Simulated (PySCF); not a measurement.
**From computed data to an observable: oscillator strength and radiative lifetime**

Ge(H)2(Br)(Me) (CH5BrGe), SMILES [CH3][GeH2][Br].

Geometry optimised at PBE0-D3(BJ)/def2-SVP.

TDDFT-CAM-B3LYP/def2-SVPD run with PySCF puts the first singlet state with f over 0.02 at 7.52 eV (vertical), with the transition dipole (0.332, 0.269, 0.000) in atomic units.

Task: Find the oscillator strength, the wavelength and the radiative lifetime that this transition would have in vacuum if emission retraced absorption.

Result: 
|μ|² = 0.1826 au, so |μ| = 1.09 D. ΔE = 7.52/27.211 = 0.2764 hartree. f = (2/3) ΔE |μ|² = 0.034 (the program prints 0.034).
λ = 1239.84/7.52 = 165 nm; ν = 60653 cm⁻¹.
Einstein's coefficient A = 0.6670 ν² f s⁻¹ (ν in cm⁻¹) = 8.3e7 s⁻¹, so τ = 1/A = 12 ns. This state is S4; the lower singlets have f = 0.018, 0.018, 0.005. The figure is the radiative limit of this one transition; relaxation, internal conversion, crossing to triplets and a medium change what is measured.
